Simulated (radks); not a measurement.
All-electron atom: the manganese ion Mn2+ in [Ar] 3d5.

Method: non-relativistic Kohn-Sham, LDA (Slater exchange, VWN5 correlation), spin-unpolarised, spherical densities, point nucleus; computed with a radial shooting solver on a logarithmic mesh with Libxc functionals.

Energy parts (eV):
total: -31226.683
kinetic: 31188.004
electron-nucleus: -73856.846
Hartree: 12775.646
exchange-correlation: -1333.488

Orbitals (lengths in bohr, moments of r in powers of bohr; <r^-3> diverges for s and p1/2; r(90%) holds 90 % of the orbital's charge):
\begin{tabular}{lrrrrrr}
orbital & occ. & eigenvalue (eV) & <r^2> & <r^-3> & <1/r> & r(90%) \\ \hline
1s & 2 & -6377.246 & 0.005100 & - & 24.48 & 0.110 \\
2s & 2 & -748.6660 & 0.09460 & - & 5.209 & 0.439 \\
2p & 6 & -645.2930 & 0.07593 & 403.9 & 5.166 & 0.407 \\
3s & 2 & -101.5379 & 0.8587 & - & 1.638 & 1.29 \\
3p & 6 & -72.0125 & 0.9733 & 49.70 & 1.515 & 1.40 \\
3d & 5 & -24.7815 & 1.682 & 4.274 & 1.168 & 1.97 \\
\end{tabular}

The highest occupied level is 3d at -24.782 eV. Summed over all electrons, <r^2> = 16.62 bohr^2, which gives a Langevin (diamagnetic) susceptibility term of -13.2 x 10^-6 cm^3/mol. The electron density at the nucleus is 1.051e+04 e/bohr^3.
